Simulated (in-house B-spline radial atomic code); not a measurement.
**HSE06 excitations of the cadmium ion Cd²⁺**

Method: HSE06. Computed with an all-electron radial atomic-structure program (B-spline basis): linear response of the closed shell [Kr] 4d10 with the functional's adiabatic kernel; non-relativistic, point nucleus, no spin-orbit coupling, no double excitations, S, P, D and F terms only; shells from n = 2 respond. Only terms of natural parity with L up to 3 were computed.

Without relativity these are model numbers for so heavy an element.

Command:
```bash
python run_td.py task.json out
```
Settings (radii: box in bohr, nucleus in fm):
```
Z                        48
electrons                46
configuration            [Kr] 4d10
hamiltonian              nr
method                   hse06
box_radius               29.48
intervals                57
```

Run time, properties included: 5.3 s on 1 thread of Arm Neoverse N1, on a shared host.

The lowest states, in the order of their Tamm-Dancoff energies; the method's threshold (minus the highest occupied level) is 32.66 eV. Labels give the largest channel, * marks a mixed state, and oscillator strengths are full-response dipole values. Semilocal kernels can invert the small singlet-triplet splittings of Rydberg terms. Energies in eV:

```csv
state,full response,Tamm-Dancoff,oscillator strength
4d → 5s 3D,?,?,-
4d → 5s 1D,11.547,11.559,-
4d → 5p 3P,16.838,16.863,-
4d → 5p 3F,17.041,17.059,-
4d → 5p 1F,17.332,17.334,-
4d → 5p 1P,17.979,18.046,0.714
4d → 5d 3S,24.349,24.367,-
4d → 6s 3D,24.736,24.739,-
4d → 5d 3D,24.790,24.796,-
4d → 6s 1D,24.826,24.829,-
4d → 5d 1D,24.995,25.002,-
4d → 5d 1S,?,?,-
4d → 6p 3P,26.476,26.481,-
4d → 6p 3F,26.530,26.534,-
4d → 6p 1F,26.596,26.597,-
4d → 6p 1P,26.699,26.711,0.052
```

Where does 4d → 5s 3D lie?

At 10.938 eV in full response, 10.960 eV in Tamm-Dancoff.

Where does 4d → 5d 1S lie?

At 25.992 eV in full response, 26.137 eV in Tamm-Dancoff.

How large is the singlet-triplet splitting of 4d → 5s (D terms) in Tamm-Dancoff?

0.599 eV, from the unrounded values.

What polarisabilities and dispersion coefficient does the method give?

Dipole 5.135 bohr³, quadrupole 18.66 bohr⁵, C6 25.76 hartree·bohr⁶ for two such species.
